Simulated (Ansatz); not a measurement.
# Relative stability

Two relaxed structures of CH$_{2}$NTe (charge +1), singlet (PBE0-D4/def2-TZVP; forces vanish, vibrations not checked).

A:

```
5
angstrom
N -1.0948 -0.7241 -0.2170
C -0.1559 -0.2160 0.1978
Te 1.5013 0.6375 1.0176
H -1.9200 -1.1677 -0.5877
H 1.6694 1.4703 -0.4107
```

B:

```csv
atom,x (Å),y (Å),z (Å)
N1,-1.0820,-0.5727,0.1386
C2,-0.0038,-0.2186,0.3322
Te3,1.9446,0.2617,0.6352
H4,1.6258,1.0231,2.0855
H5,1.8130,1.7031,-0.1951
```

Program: Ansatz 0.2.0. Basis: def2-TZVPP. Cores are frozen in the correlated methods. Filled d shells of the heavier atoms are correlated. Core potentials replace the inner electrons of the atoms past krypton. The def2 sets are not built for correlating such inner shells, so the correlated values are less sure here. B3LYP uses VWN-RPA correlation.

Q: Which structure is lower at CCSD(T), and by how much? (Judge from chemistry; the value comes from the calculation.)

A: The calculation gives: A, by 1.340 eV (electronic energy, against the other). By their contacts, A is CH₂NTe ([NH][C][TeH]), total charge +1 and B is CH₂NTe ([N][C][TeH2]), total charge +1.

All methods give the same order:

```
   method  E(B) − E(A) (eV)
   PBE-D4             1.462
r2SCAN-D4             1.491
  PBE0-D4             1.531
 B3LYP-D4             1.511
  wB97M-V             1.511
       HF             1.589
      MP2             1.426
     CCSD             1.376
  CCSD(T)             1.340
```

No T1 diagnostic of these runs exceeds 0.015.

Labels in which every atom is bracketed show which atoms are joined, not bond orders.

For scale, one of the runs: CCSD(T)/def2-TZVPP, 140 basis functions, launched by `ansatz run in.yaml --threads 2 --pin off --events-out ev --progress --plain --max-ram 4352MiB`. The run took 23 s on 2 CPU threads of an Arm Neoverse V2 (shared host), with 0.93 GiB of host memory at its peak.
